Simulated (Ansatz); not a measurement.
Relaxation of CH$_{4}$OSSi (8 atoms, charge 0, multiplicity 1), to a largest force component of 0.015 eV/Å in at most 40 steps.

These are results of Ansatz 0.2.0, RKS PBE-D4/def2-SVP, not measurements.

```xyz
8
Properties=species:S:1:pos:R:3
C 0.725 0.728 -0.763
S 0.076 -0.926 -0.948
Si -1.756 -0.945 0.198
O -1.130 -0.964 1.784
H 0.884 1.000 0.256
H 1.605 0.902 -1.343
H -0.029 1.486 -1.164
H -0.283 -1.339 1.923
```

Task: Where does it end, and by what steps?

Result: The forces met the threshold. The force dipped under the threshold on the way, but the program's further checks kept it going. After 17 steps the energy has fallen by 0.674 eV; H8 moved furthest, 1.49 Å.

```tsv
step	energy less start (eV)	largest force component (eV/Å)	accepted
0	0.0000	2.520	yes
1	-0.2003	1.945	yes
2	-0.2370	1.646	yes
3	-0.3312	0.446	yes
4	-0.3659	0.251	yes
5	-0.4239	0.710	yes
6	-0.4925	0.888	yes
7	-0.5360	1.381	yes
8	-0.6185	0.492	yes
9	-0.6568	0.314	yes
10	-0.6653	0.203	yes
11	-0.6678	0.286	yes
12	-0.6730	0.037	yes
13	-0.6732	0.019	yes
14	-0.6733	0.015	yes
15	-0.6734	0.021	yes
16	-0.6735	0.013	yes
17	-0.6736	0.011	yes
```

```xyz
8
Properties=species:S:1:pos:R:3
C 0.712 0.536 -0.589
S -0.208 -0.851 -1.361
Si -1.510 -1.640 0.224
O -1.153 -0.651 1.545
H 1.306 0.193 0.283
H 1.413 0.933 -1.346
H 0.029 1.356 -0.286
H -0.496 0.068 1.474
```

Time of the run: 41 s on 1 thread of AMD EPYC 7R43 64-Core Processor (Zen 3), with other jobs on the host, peak memory 0.16 GiB.
